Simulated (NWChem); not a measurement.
System: C4H7O2, doublet; SMILES C[CH]OC(C)=O

The following NWChem deck was run.

```
start job
memory heap 200 mb stack 900 mb global 1100 mb
geometry units angstroms noautosym nocenter noautoz
  C      0.238744    -2.617943     0.032669
  C     -0.402137    -1.304453     0.229316
  O      0.415058    -0.223406     0.058333
  C     -0.134028     1.017007     0.021740
  C      0.931574     2.061975    -0.109637
  O     -1.315173     1.213247     0.100341
  H     -0.433775    -3.422884     0.360653
  H      0.495501    -2.809660    -1.028936
  H      1.178358    -2.694918     0.604904
  H     -1.473611    -1.105263     0.177384
  H      1.620282     1.810375    -0.928391
  H      1.525904     2.099399     0.816270
  H      0.466418     3.038250    -0.284691
end
basis spherical
  C library def2-svp
  O library def2-svp
  H library def2-svp
end
dft
  odft
  mult 2
  xc b3lyp
  iterations 150
  mulliken
end
task dft energy
esp
  recalculate
  probe 0.07
  range 0.3
  factor 1.0
  spacing 0.02
end
task esp
```

NWChem printed, in part:

```
             Northwest Computational Chemistry Package (NWChem) 7.3.0
             --------------------------------------------------------

                             Geometry "geometry" -> ""
                             -------------------------

 Output coordinates in angstroms (scale by  1.889725989 to convert to a.u.)

  No.       Tag          Charge          X              Y              Z
 ---- ---------------- ---------- -------------- -------------- --------------
    1 C                    6.0000     0.23874400    -2.61794300     0.03266900
    2 C                    6.0000    -0.40213700    -1.30445300     0.22931600
    3 O                    8.0000     0.41505800    -0.22340600     0.05833300
    4 C                    6.0000    -0.13402800     1.01700700     0.02174000
    5 C                    6.0000     0.93157400     2.06197500    -0.10963700
    6 O                    8.0000    -1.31517300     1.21324700     0.10034100
    7 H                    1.0000    -0.43377500    -3.42288400     0.36065300
    8 H                    1.0000     0.49550100    -2.80966000    -1.02893600
    9 H                    1.0000     1.17835800    -2.69491800     0.60490400
   10 H                    1.0000    -1.47361100    -1.10526300     0.17738400
   11 H                    1.0000     1.62028200     1.81037500    -0.92839100
   12 H                    1.0000     1.52590400     2.09939900     0.81627000
   13 H                    1.0000     0.46641800     3.03825000    -0.28469100

 Effective nuclear repulsion energy (a.u.)     233.6545697041

                                 NWChem DFT Module
                                 -----------------

 Summary of "ao basis" -> "ao basis" (spherical)
 ------------------------------------------------------------------------------
       Tag                 Description            Shells   Functions and Types
 ---------------- ------------------------------  ------  ---------------------
 C                          def2-svp                 6       14   3s2p1d
 O                          def2-svp                 6       14   3s2p1d
 H                          def2-svp                 3        5   2s1p

            General Information
            -------------------
          SCF calculation type: DFT
          Wavefunction type:  spin polarized.
          No. of atoms     :    13
          No. of electrons :    47
           Alpha electrons :    24
            Beta electrons :    23
          Charge           :     0
          Spin multiplicity:     2
          Use of symmetry is: off; symmetry adaption is: off
          Maximum number of iterations: 150
          AO basis - number of functions:   119
                     number of shells:    57
          Convergence on energy requested:  1.00D-06
          Convergence on density requested:  1.00D-05
          Convergence on gradient requested:  5.00D-04

              XC Information
              --------------
                         B3LYP Method XC Potential
                     Hartree-Fock (Exact) Exchange  0.200
                        Slater Exchange Functional  0.800 local
                    Becke 1988 Exchange Functional  0.720 non-local
              Lee-Yang-Parr Correlation Functional  0.810
                  VWN I RPA Correlation Functional  0.190 local

             Grid Information
             ----------------
          Grid used for XC integration:  medium
          Radial quadrature: Mura-Knowles
          Angular quadrature: Lebedev.
          Tag              B.-S. Rad. Rad. Pts. Rad. Cut. Ang. Pts.
          ---              ---------- --------- --------- ---------
          C                   0.70       49          13.0       434
          O                   0.60       49          12.0       434
          H                   0.35       45          14.0       434
          Grid pruning is: on
          Number of quadrature shells:   609
          Spatial weights used:  Erf1

      Superposition of Atomic Density Guess
      -------------------------------------

 Sum of atomic energies:        -303.37650291

      Non-variational initial energy
      ------------------------------

 Total energy =    -306.750061
 1-e energy   =    -874.902244
 2-e energy   =     334.497614
 HOMO         =      -0.089469
 LUMO         =       0.047235

     ---------------------------------------------
      Total Density - Mulliken Population Analysis
     ---------------------------------------------

    Atom       Charge   Shell Charges
 -----------   ------   -------------------------------------------------------
    1 C    6     6.24   1.99  0.96  0.16  2.07  1.04  0.03
    2 C    6     5.90   1.99  0.94  0.31  1.73  0.87  0.05
    3 O    8     8.42   1.99  1.09  0.65  2.89  1.79  0.01
    4 C    6     5.21   1.99  0.89  0.18  1.48  0.54  0.12
    5 C    6     6.24   1.99  0.96  0.14  2.08  1.05  0.02
    6 O    8     8.75   1.99  1.13  0.67  3.09  1.85  0.01
    7 H    1     0.89   0.67  0.20  0.03
    8 H    1     0.89   0.66  0.21  0.03
    9 H    1     0.89   0.66  0.20  0.02
   10 H    1     0.92   0.68  0.22  0.03
   11 H    1     0.88   0.66  0.20  0.03
   12 H    1     0.87   0.65  0.19  0.03
   13 H    1     0.90   0.67  0.20  0.02

     --------------------------------------------
      Spin Density - Mulliken Population Analysis
     --------------------------------------------

    Atom       Charge   Shell Charges
 -----------   ------   -------------------------------------------------------
    1 C    6     0.01   0.00  0.00 -0.00  0.01  0.00  0.01
    2 C    6     0.74   0.00  0.01  0.01  0.40  0.33  0.00
    3 O    8     0.05   0.00  0.00 -0.00  0.04  0.01  0.00
    4 C    6     0.07   0.00  0.00  0.00  0.04  0.02  0.00
    5 C    6     0.00   0.00  0.00 -0.00  0.00 -0.00  0.00
    6 O    8     0.02   0.00  0.00 -0.00  0.01  0.01  0.00
    7 H    1     0.00   0.00 -0.00  0.00
    8 H    1     0.06   0.04  0.02  0.00
    9 H    1     0.02   0.02  0.01  0.00
   10 H    1     0.01   0.00  0.00  0.01
   11 H    1     0.00   0.00  0.00  0.00
   12 H    1     0.01   0.00  0.00  0.00
   13 H    1     0.00   0.00  0.00  0.00

   convergence    iter        energy       DeltaE   RMS-Dens  Diis-err
 ---------------- ----- ----------------- --------- --------- ---------
 d= 0,ls=0.0,diis     1   -306.6736759504 -5.40D+02  8.45D-03  3.06D-01
                                                     8.13D-03  2.90D-01
 d= 0,ls=0.0,diis     2   -306.3857751736  2.88D-01  5.85D-03  1.11D+00
                                                     5.69D-03  1.09D+00
 d= 0,ls=0.0,diis     3   -306.8068554054 -4.21D-01  1.37D-03  3.11D-02
                                                     1.22D-03  3.22D-02
 d= 0,ls=0.0,diis     4   -306.8146859775 -7.83D-03  5.26D-04  1.27D-02
                                                     4.67D-04  1.22D-02
 d= 0,ls=0.0,diis     5   -306.8191639409 -4.48D-03  1.52D-04  4.57D-04
                                                     1.19D-04  4.21D-04
  Resetting Diis
 d= 0,ls=0.0,diis     6   -306.8193305509 -1.67D-04  3.88D-05  2.33D-05
                                                     4.30D-05  2.72D-05
 d= 0,ls=0.0,diis     7   -306.8193446210 -1.41D-05  2.12D-05  2.46D-06
                                                     1.60D-05  1.47D-06
 d= 0,ls=0.0,diis     8   -306.8193451801 -5.59D-07  9.59D-06  2.16D-06
                                                     1.05D-05  2.92D-06
 d= 0,ls=0.0,diis     9   -306.8193462901 -1.11D-06  4.89D-06  4.68D-07
                                                     3.53D-06  2.59D-07
 d= 0,ls=0.0,diis    10   -306.8193464408 -1.51D-07  2.80D-06  8.59D-08
                                                     3.17D-06  1.40D-07

         Total DFT energy =     -306.819346440780
      One electron energy =     -879.477551090569
           Coulomb energy =      380.459942867354
    Exchange-Corr. energy =      -41.456307921638
 Nuclear repulsion energy =      233.654569704073

 Numeric. integr. density =       46.999993259917

                    DFT Final Alpha Molecular Orbital Analysis
                    ------------------------------------------

 Vector   22  Occ=1.000000D+00  E=-3.473300D-01
              MO Center= -5.0D-01,  4.9D-01,  6.2D-02, r^2= 3.0D+00
   Bfn.  Coefficient  Atom+Function         Bfn.  Coefficient  Atom+Function
  ----- ------------  ---------------      ----- ------------  ---------------
    76      0.456507   6 O  pz               34     -0.310568   3 O  pz
    79      0.308422   6 O  pz               37     -0.234451   3 O  pz
    48      0.205279   4 C  pz               20     -0.139849   2 C  pz
     6      0.124242   1 C  pz               90     -0.118002   8 H  s
    51      0.114419   4 C  pz               62     -0.094523   5 C  pz

 Vector   23  Occ=1.000000D+00  E=-2.828185D-01
              MO Center= -8.5D-01,  1.1D+00,  7.1D-02, r^2= 1.8D+00
   Bfn.  Coefficient  Atom+Function         Bfn.  Coefficient  Atom+Function
  ----- ------------  ---------------      ----- ------------  ---------------
    75      0.570506   6 O  py               78      0.392355   6 O  py
    59     -0.203133   5 C  s                60      0.181191   5 C  px
    33      0.165180   3 O  py               32     -0.158146   3 O  px
    31      0.144814   3 O  s                50      0.132989   4 C  py
    35     -0.129065   3 O  px               36      0.129060   3 O  py

 Vector   24  Occ=1.000000D+00  E=-1.837031D-01
              MO Center= -2.5D-01, -1.1D+00,  2.2D-01, r^2= 2.3D+00
   Bfn.  Coefficient  Atom+Function         Bfn.  Coefficient  Atom+Function
  ----- ------------  ---------------      ----- ------------  ---------------
    20      0.570501   2 C  pz               23      0.478664   2 C  pz
    34     -0.264364   3 O  pz               37     -0.248169   3 O  pz
    91      0.200979   8 H  s                90      0.170421   8 H  s
    76      0.147162   6 O  pz               79      0.140149   6 O  pz
    48     -0.134780   4 C  pz               96     -0.134027   9 H  s

 Vector   25  Occ=0.000000D+00  E= 6.425689D-03
              MO Center= -1.3D-01,  9.9D-01,  4.5D-02, r^2= 2.5D+00
   Bfn.  Coefficient  Atom+Function         Bfn.  Coefficient  Atom+Function
  ----- ------------  ---------------      ----- ------------  ---------------
    48      0.545149   4 C  pz               51      0.492005   4 C  pz
   111     -0.440708  12 H  s                79     -0.394503   6 O  pz
    76     -0.376418   6 O  pz              106      0.354850  11 H  s
    34     -0.261566   3 O  pz               37     -0.259983   3 O  pz
    65      0.221613   5 C  pz              110     -0.160201  12 H  s

 Vector   26  Occ=0.000000D+00  E= 6.532681D-02
              MO Center=  1.1D+00,  7.6D-01, -6.3D-02, r^2= 9.9D+00
   Bfn.  Coefficient  Atom+Function         Bfn.  Coefficient  Atom+Function
  ----- ------------  ---------------      ----- ------------  ---------------
    59      2.504636   5 C  s                 3      1.594496   1 C  s
   111     -1.137198  12 H  s               106     -1.088518  11 H  s
    45     -0.847738   4 C  s               116     -0.807539  13 H  s
    91     -0.638362   8 H  s                86     -0.622028   7 H  s
    96     -0.602053   9 H  s                31      0.375062   3 O  s

 Vector   27  Occ=0.000000D+00  E= 7.598052D-02
              MO Center=  6.1D-01, -1.7D+00, -5.9D-02, r^2= 1.0D+01
   Bfn.  Coefficient  Atom+Function         Bfn.  Coefficient  Atom+Function
  ----- ------------  ---------------      ----- ------------  ---------------
     3      2.573431   1 C  s                59     -1.480531   5 C  s
    86     -1.086958   7 H  s                91     -1.067403   8 H  s
    96     -1.003242   9 H  s               111      0.699176  12 H  s
   106      0.634688  11 H  s               116      0.573815  13 H  s
    22      0.321851   2 C  py               45      0.278464   4 C  s

                     DFT Final Beta Molecular Orbital Analysis
                     -----------------------------------------

 Vector   21  Occ=1.000000D+00  E=-3.555856D-01
              MO Center= -1.2D-01, -7.2D-01,  1.2D-01, r^2= 2.8D+00
   Bfn.  Coefficient  Atom+Function         Bfn.  Coefficient  Atom+Function
  ----- ------------  ---------------      ----- ------------  ---------------
    32      0.402561   3 O  px               18     -0.290511   2 C  px
   100      0.282554  10 H  s                35      0.268991   3 O  px
    74      0.188261   6 O  px                4      0.183734   1 C  px
    46     -0.153829   4 C  px               31      0.149611   3 O  s
     3     -0.131729   1 C  s                95      0.131677   9 H  s

 Vector   22  Occ=1.000000D+00  E=-3.356316D-01
              MO Center= -4.8D-01,  4.9D-01,  6.9D-02, r^2= 2.6D+00
   Bfn.  Coefficient  Atom+Function         Bfn.  Coefficient  Atom+Function
  ----- ------------  ---------------      ----- ------------  ---------------
    76      0.448776   6 O  pz               34     -0.369780   3 O  pz
    79      0.308625   6 O  pz               37     -0.285385   3 O  pz
    48      0.189517   4 C  pz               51      0.105234   4 C  pz
     6      0.103257   1 C  pz               20     -0.099734   2 C  pz
    90     -0.092514   8 H  s               110     -0.071680  12 H  s

[...]

                     NWChem Electrostatic Potential Fit Module
                     -----------------------------------------

 Atom parameters

 Number of atoms is                                   13
 Number of basis functions is                        119

 Grid parameters

 Maximum number of grid points is                  48083
 Number of grid points is                          48082
 Grid range                                     0.300000 nm
 Grid spacing                                   0.020000 nm
 Probe radius                                   0.070000 nm
 Atom radius factor                             1.000000

 Atomic radii

    1    0.100000
    6    0.147000
    8    0.136000
 FASTESP  F
  using M.O. file = ./job.movecs

    Atom              Coordinates                           Charge

                                                  ESP

    1 C     0.023874   -0.261794    0.003267   -0.013566
    2 C    -0.040214   -0.130445    0.022932    0.009557
    3 O     0.041506   -0.022341    0.005833   -0.318652
    4 C    -0.013403    0.101701    0.002174    0.750773
    5 C     0.093157    0.206198   -0.010964   -0.337389
    6 O    -0.131517    0.121325    0.010034   -0.536119
    7 H    -0.043378   -0.342288    0.036065    0.011205
    8 H     0.049550   -0.280966   -0.102894    0.035766
    9 H     0.117836   -0.269492    0.060490    0.027872
   10 H    -0.147361   -0.110526    0.017738    0.089898
   11 H     0.162028    0.181038   -0.092839    0.090092
   12 H     0.152590    0.209940    0.081627    0.093169
   13 H     0.046642    0.303825   -0.028469    0.097395
                                            ------------
                                                0.000000

 Dipole moment                                  0.807278

 Quadrupole moment Qxx                         -8.123177
                   Qyy                          8.798955
                   Qzz                         -0.675778

 RMS deviation kJ/mol                           0.053973

 RRMS %                                        32.550501
```

Level: B3LYP/def2-SVP, spin-unrestricted. Geometry: optimised at PBE0/def2-SVP, spin-unrestricted. No stability test was run on the SCF state. B3LYP is NWChem's, with the RPA form of VWN correlation.
